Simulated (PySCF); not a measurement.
A made-up structure of SiH₂SeS, singlet:

```
atom    x (Å)    y (Å)    z (Å)
 Si1  -0.1928   0.1548  -0.1482
  S2   0.1429  -0.1000   1.5724
 Se3   1.1796  -0.9614  -0.4940
  H4  -1.4036  -0.5811  -0.4546
  H5   0.2738   1.4877  -0.4755
```

It is relaxed with PBE-D4/def2-SVP and then PBE0-D4/def2-TZVP (PySCF 2.14 with density fitting (its default auxiliary sets; JK sets also for MP2 and CCSD(T))). Atoms count as bonded within 1.22 times the sum of their covalent radii (H–H: 0.88 Å). The end point is not checked to be a true minimum.

Problem. Does its bonding change? (A judgement: the text doesn't fix the answer.)

Solution. Computed: No: no bond forms or breaks.

Where it ends: The first stage lowers the energy by 5.64 eV in 10 steps. It ends as SiH₂SeS ([SiH2]1[S][Se]1):
```json
{"atom": "Si1", "x (Å)": "-0.2515", "y (Å)": "0.2049", "z (Å)": "-0.2632"}
{"atom": "S2", "x (Å)": "0.2792", "y (Å)": "-0.1893", "z (Å)": "1.7273"}
{"atom": "Se3", "x (Å)": "1.4659", "y (Å)": "-1.1943", "z (Å)": "0.0442"}
{"atom": "H4", "x (Å)": "-1.5225", "y (Å)": "-0.3590", "z (Å)": "-0.7631"}
{"atom": "H5", "x (Å)": "0.0397", "y (Å)": "1.5497", "z (Å)": "-0.8016"}
```

Labels in which every atom is bracketed show which atoms are joined, not bond orders.

For scale, one of the runs: PBE0-D4/def2-TZVP relaxation, 134 basis functions, launched by `OMP_NUM_THREADS=2 python run.py`. Time: 20 s of wall clock on 2 CPU threads of an AMD EPYC 9B45; the host was shared. Peak host memory: 1.2 GiB.
